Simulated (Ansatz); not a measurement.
```yaml
crystal:
  periodic: [false, false, false]
  atoms:
    - {symbol: N, position_ang: [-0.918809, 0.705592, -0.248755]}
    - {symbol: C, position_ang: [0.375220, 0.542675, 0.451874]}
    - {symbol: C, position_ang: [0.480567, -0.995855, 0.531969]}
    - {symbol: Al, position_ang: [0.419433, -0.332910, -1.298392]}
    - {symbol: H, position_ang: [-1.109546, 1.672970, -0.460371]}
    - {symbol: H, position_ang: [-1.708505, 0.375509, 0.331374]}
    - {symbol: H, position_ang: [0.598203, 1.191382, 1.302321]}
    - {symbol: H, position_ang: [-0.335141, -1.520056, 1.147903]}
    - {symbol: H, position_ang: [1.459527, -1.405376, 0.899922]}
    - {symbol: H, position_ang: [0.712018, -0.251224, -2.796379]}
basis:
  gaussian: {orbitals: pcseg-2}
hamiltonian: {xc: {name: wB97X}}
scf: {lower_state_search: off}
output: {forces: true}
```

```sh
$ ansatz run in.yaml --threads 2 --pin off --events-out ev --progress --plain --max-ram 4352MiB
```

Output, abridged:

```
Functional definition: wB97X
1047 factors; their error is unknown
279 factors; integrals over basis functions are off by at most 1.2e-5 eV
mean field evaluation 1: about -10248.8730 eV, gradient 6.0e1 eV
mean field evaluation 2: about -10248.9155 eV, gradient 6.1e1 eV
mean field evaluation 4: about -10257.5458 eV, gradient 1.6e0 eV
mean field evaluation 8: about -10257.5545 eV, gradient 3.5e-2 eV
mean field evaluation 16: about -10257.5490 eV, gradient 2.3e-4 eV
mean field -10257.54903309 eV, -376.9579741496 hartree, gradient 4.2e-6 eV, S^2 0.000000; 0 other end points of the search recorded, 0 dependent functions left out
reference -10257.54898850 eV, -376.9579725109 hartree; 19, 19 occupied and 189, 189 virtual orbitals, 1047 factors
Total energy: -10257.54898850 eV, -376.9579725109 hartree
Atom 0 at    -0.918809     0.705592    -0.248755 Å, force    -1.202016     0.342425     0.736053 eV/Å
Atom 1 at     0.375220     0.542675     0.451874 Å, force     1.239376    -0.711097    -0.823226 eV/Å
Atom 2 at     0.480567    -0.995855     0.531969 Å, force    -0.048808    -1.146073     1.064363 eV/Å
Atom 3 at     0.419433    -0.332910    -1.298392 Å, force    -0.148902     0.323528     1.919812 eV/Å
Atom 4 at    -1.109546     1.672970    -0.460371 Å, force     0.036479     0.127315    -0.164220 eV/Å
Atom 5 at    -1.708505     0.375509     0.331374 Å, force     0.281670    -0.066895    -0.620717 eV/Å
Atom 6 at     0.598203     1.191382     1.302321 Å, force    -0.246043    -0.145250    -0.268659 eV/Å
Atom 7 at    -0.335141    -1.520056     1.147903 Å, force     0.822860     0.609106    -0.926601 eV/Å
Atom 8 at     1.459527    -1.405376     0.899922 Å, force    -0.806417     0.669431    -0.362134 eV/Å
Atom 9 at     0.712018    -0.251224    -2.796379 Å, force     0.071801    -0.002489    -0.554670 eV/Å
Dipole moment:    -0.418272     0.244766    -0.087499 e Å
Checks for a lower state left out: stability, starts, cluster_reference, orbital_swaps, neighbouring_geometries, increment
```

Hardware: 2 threads of an AMD EPYC 7B13 on a shared host. Wall time 6 s, peak host memory 0.51 GiB.
